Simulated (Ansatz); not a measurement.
```yaml
crystal:
  periodic: [false, false, false]
  atoms:
    - {symbol: Si, position_ang: [-0.365854, 0.929334, -0.192351]}
    - {symbol: Sb, position_ang: [-0.295149, -1.386016, 0.981635]}
    - {symbol: Cl, position_ang: [2.001118, -1.149874, 1.453821]}
    - {symbol: Cl, position_ang: [-0.171426, 2.289532, 1.139253]}
    - {symbol: H, position_ang: [-0.221426, 1.989532, 0.839253]}
    - {symbol: H, position_ang: [-1.676396, 1.076786, -0.877877]}
    - {symbol: H, position_ang: [0.751607, 0.977033, -1.164666]}
basis:
  gaussian: {orbitals: x2c-TZVPPall}
hamiltonian: {xc: {name: PBE}}
output: {forces: true}
```

```sh
$ ansatz run in.yaml --threads 2 --pin off --events-out ev --progress --plain --max-ram 32768MiB --backend cpu
```

It prints (some lines left out):

```
Functional definition: PBE
1556 factors; their error is unknown
mean field evaluation 1: about -209285.6752 eV, gradient 7.3e1 eV
mean field evaluation 2: about -209273.0571 eV, gradient 9.8e1 eV
mean field evaluation 4: about -209293.2783 eV, gradient 1.3e1 eV
mean field evaluation 8: about -209293.9736 eV, gradient 2.3e-1 eV
mean field evaluation 16: about -209293.9539 eV, gradient 1.2e-3 eV
mean field -209293.95391702 eV, -7691.4109419132 hartree, gradient 2.4e-5 eV, S^2 0.000000; 0 other end points of the search recorded, 0 dependent functions left out
reference -209293.95395343 eV, -7691.4109432515 hartree; 51, 51 occupied and 177, 177 virtual orbitals, 1556 factors
Total energy: -209293.95395343 eV, -7691.4109432515 hartree
Relativity: scalar
Atom 0 at    -0.365854     0.929334    -0.192351 Å, force    -1.066486    -9.158757    -5.566625 eV/Å
Atom 1 at    -0.295149    -1.386016     0.981635 Å, force    -0.976977     1.018741    -0.593294 eV/Å
Atom 2 at     2.001118    -1.149874     1.453821 Å, force     0.943871     0.053807     0.148145 eV/Å
Atom 3 at    -0.171426     2.289532     1.139253 Å, force    66.183269   397.204202   396.113797 eV/Å
Atom 4 at    -0.221426     1.989532     0.839253 Å, force   -65.222495  -390.537961  -390.263443 eV/Å
Atom 5 at    -1.676396     1.076786    -0.877877 Å, force    -0.081407     0.592058     0.018583 eV/Å
Atom 6 at     0.751607     0.977033    -1.164666 Å, force     0.220226     0.827910     0.142838 eV/Å
Dipole moment:    -0.441937     1.167808     0.016328 e Å
```

**Question.** Something in this input is off. What?

**Answer.** One atom was put on top of another. Self-consistency was reached. The result belongs to that input, not to the molecule as meant.
